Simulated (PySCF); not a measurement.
Predicted microwave data (PBE0-D3(BJ)/def2-SVP geometry optimisation, gas phase (PySCF 2.14.0)) for one isomer of [C4H3O3S2]-:

```
Rotational constants                         : A = 2978, B = 790.4, C = 710.9 MHz
Dipole components (about the centre of mass) : |μa| = 7.63 D, |μb| = 0.57 D, |μc| = 0.00 D
Inertial defect                              : -98.22 u·Å²
κ                                            : -0.93
```

**Question.** Which structure is it? (One computed conformer of each.)
A. `O=S(=O)([O-])c1ccsc1`
B. `O=S(=O)([O-])C1=CC=CS1`

**Answer.** A. It is O=S(=O)([O-])c1ccsc1, a near-prolate asymmetric top. The candidates at the same level (rigid rotor, commonest isotopes):

| SMILES | A (MHz) | B (MHz) | C (MHz) | μa (D) | μb (D) | μc (D) | Δ (u·Å²) | point group | rotor |
| --- | --- | --- | --- | --- | --- | --- | --- | --- | --- |
| O=S(=O)([O-])c1cccs1 | 2644 | 933.5 | 796.6 | 7.23 | 0.42 | 0.00 | -98.16 | Cs | asymmetric top |
| O=S(=O)([O-])c1ccsc1 | 2978 | 790.4 | 710.9 | 7.63 | 0.57 | 0.00 | -98.22 | – | near-prolate asymmetric top |

`O=S(=O)([O-])c1cccs1` has B 18 % too high. No structure here is proved a minimum.

Shape of the structure used: `[O:1]=[S:2](=[O:3])([O-:4])[c:5]1[cH:6][cH:7][s:8][cH:9]1`: O1–S2–C5–C6 -61°.
